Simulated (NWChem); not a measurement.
# C3H5FO; SMILES C[C@@H](C=O)F

```xyz
10

C      1.3953     0.6738     0.1075
C     -0.0361     0.4347    -0.3044
F     -0.8650     1.4211     0.1780
C     -0.5747    -0.9015     0.1711
O      0.0555    -1.9214     0.1433
H      2.0114    -0.1736    -0.2239
H      1.4675     0.7495     1.2024
H      1.7801     1.6013    -0.3377
H     -0.1243     0.4320    -1.4093
H     -1.6335    -0.8528     0.5372
```
Atoms are numbered in this order, from 1.

All runs: NWChem. Structure relaxed at the PBE0/def2-SVP level. Static field.

```json
[
 {"level": "PBE/def2-SVPD", "isotropic polarisability (bohr³)": "43.5", "anisotropy (bohr³)": "10.6"},
 {"level": "B3LYP/def2-SVPD", "isotropic polarisability (bohr³)": "41.9", "anisotropy (bohr³)": "9.7"},
 {"level": "Hartree-Fock/def2-SVPD", "isotropic polarisability (bohr³)": "?", "anisotropy (bohr³)": "?"}
]
```

### Question
Some entries are withheld; supply them.

### Answer

- Hartree-Fock/def2-SVPD, isotropic polarisability (bohr³): 38.3
- Hartree-Fock/def2-SVPD, anisotropy (bohr³): 8.2
